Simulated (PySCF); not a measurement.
A geometry optimisation on Ta(NMe)(NH2)3, `C[N]=[Ta]([NH2])([NH2])[NH2]`.

Method: PBE0-D3(BJ)/def2-SVP geometry optimisation, gas phase, def2 core potentials past Kr (PySCF 2.14.0). Start geometry: GFN2-xTB. The input is one job of a driver script: a line of settings, then coordinates in Å.

Command:
```bash
OMP_NUM_THREADS=1 python probes_run.py task.json out
```

Input:
```
{"job": {"xc": "PBE0", "basis": "def2-SVP", "d3": "d3bj", "grid": 1, "maxiter": 40, "shake": 0.03, "kind": "geom"}, "charge": 0, "multiplicity": 1}
Ta     0.059910    -0.076230    -0.614330
N     -0.009480    -0.018510     1.157860
C     -0.053090    -0.012730     2.547010
H      0.749610     0.801090     2.952400
H     -1.015390     0.130390     2.930460
H      0.367380    -0.947980     2.955150
N      1.946380    -0.034590    -1.203410
H      2.805750    -0.033840    -0.657010
H      2.201620     0.002110    -2.120310
N     -0.943480     1.674510    -1.158620
H     -1.129160     1.919550    -2.133700
H     -1.312550     2.423550    -0.599750
N     -1.076830    -1.614450    -1.227230
H     -1.182730    -1.892610    -2.151280
H     -1.440720    -2.396370    -0.633240
```

Output:
```
step   0  E = -319.15511714  max force = 0.085206
step   1  E = -319.17593775  max force = 0.024969
step   2  E = -319.17759700  max force = 0.013589
step   3  E = -319.17850208  max force = 0.005832
step   4  E = -319.17865634  max force = 0.002024
step   5  E = -319.17871549  max force = 0.001196
step   6  E = -319.17875469  max force = 0.000418
step   7  E = -319.17877464  max force = 0.000755
step   8  E = -319.17880419  max force = 0.000590
step   9  E = -319.17883228  max force = 0.000716
step  10  E = -319.17889789  max force = 0.001125
step  11  E = -319.17895379  max force = 0.002799
step  12  E = -319.17909691  max force = 0.001461
step  13  E = -319.17933240  max force = 0.001559
step  14  E = -319.17933055  max force = 0.002039
step  15  E = -319.17977999  max force = 0.000756
step  16  E = -319.17979340  max force = 0.000497
step  17  E = -319.17980927  max force = 0.000313
step  18  E = -319.17981392  max force = 0.000265
optimisation converged
```

Energies in Eh; «max force» is the largest Cartesian gradient component in Eh/bohr.

Task: Give the first gradient maximum in eV/Å.

Result: With 1 Eh/bohr = 51.422 eV/Å, 4.381 eV/Å.

In short: final energy -319.17981 Eh after 18 steps; dipole 1.47 D.

Time: 4.6 min; peak memory 0.58 GiB. Hardware: Arm Neoverse V1, one thread, no GPU, shared host with 32 logical CPUs at a one-minute load of 21.
Labels such as C1 count atoms from 1, the log's own numbers from 0.
